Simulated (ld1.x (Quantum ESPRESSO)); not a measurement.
## carbon TM: all-electron and pseudo phase curves

```
Element                 : C
Generator               : ld1.x (Quantum ESPRESSO) 7.5
Type                    : norm-conserving Troullier–Martins (Kleinman–Bylander form)
Functional              : LDA (PZ)
Relativity              : scalar-relativistic
Frozen core             : [He]
Valence charge          : 4
Reference configuration : 2s2 2p2
Partial waves           : 2s (bound): rc 1.40 bohr; 2p (bound): rc 2.00 bohr
Local potential         : all-electron potential smoothed inside 1.75 bohr (lloc = -1)
Core correction         : none
```

The phase is arctan(r·u′/u) with u = r·R(r), unwrapped; energies in Ry, scanned from -3 to 5 Ry. A pole is an energy at which the radial function vanishes at the test radius. The pseudo phase is shifted by a multiple of π to meet the all-electron one at the reference energy, and phase errors are pseudo minus all-electron; the curves can meet again beyond the range given. Levels narrower than the energy grid can be missing from the lists of poles.

| channel | radius (bohr) | reference energy (Ry) | poles, all-electron | poles, pseudo | unbroken range about the reference energy with phases within 0.05 rad | phase error 1 Ry above the reference energy (rad) |
| --- | --- | --- | --- | --- | --- | --- |
| s | 2.20 | -1.00 | -0.23 | -0.23 | the whole range | +0.000 |
| p | 2.20 | -0.40 | 0.35 | 0.36 | below 2.1 | +0.005 |

Phases in the s channel:

```
E (Ry)  all-electron  pseudo
 -3.00         1.234   1.234
 -2.76         1.206   1.206
 -2.52         1.167   1.167
 -2.28         1.114   1.114
 -2.04         1.033   1.033
 -1.80         0.895   0.895
 -1.56         0.616   0.616
 -1.32        -0.011  -0.011
 -1.08        -0.815  -0.815
 -0.84        -1.231  -1.231
 -0.60        -1.423  -1.423
 -0.36        -1.531  -1.530
 -0.12        -1.602  -1.601
  0.12        -1.655  -1.654
  0.36        -1.698  -1.698
  0.60        -1.738  -1.737
  0.84        -1.775  -1.775
  1.08        -1.814  -1.813
  1.32        -1.856  -1.855
  1.56        -1.904  -1.903
  1.80        -1.961  -1.960
  2.04        -2.034  -2.032
  2.28        -2.131  -2.129
  2.52        -2.268  -2.264
  2.76        -2.469  -2.463
  3.00        -2.768  -2.760
  3.24        -3.166  -3.158
  3.48        -3.572  -3.566
  3.72        -3.885  -3.882
  3.96        -4.096  -4.095
  4.20        -4.237  -4.237
  4.44        -4.336  -4.336
  4.68        -4.407  -4.408
  4.92        -4.462  -4.463
```
